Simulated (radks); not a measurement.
The numbers below are computed, except where a source is named.
Q: Al4+, 9 electrons, occupied as [He] 2s2 2p4 3d1 (not the ground configuration). Code: a radial shooting solver on a logarithmic mesh with Libxc functionals. Model: scalar-relativistic Kohn-Sham, PW91, spin-polarised, spherical densities, point nucleus; open shells are filled with parallel spins first. Some entries of the table are withheld. Estimate them.

orbital,occ.,eigenvalue (eV),r(max) (bohr)
1s up,1,-1624.899,(1)
1s down,1,-1621.554,(2)
2s up,1,-199.1743,0.4784
2s down,1,-192.1243,0.4811
2p up,3,-163.2866,(3)
2p down,1,-155.5769,(4)
3d up,1,(5),1.592

A: 
(1) 1s up r(max) (bohr): 0.07836
(2) 1s down r(max) (bohr): 0.07829
(3) 2p up r(max) (bohr): 0.4023
(4) 2p down r(max) (bohr): 0.4063
(5) 3d up eigenvalue (eV): -35.5409
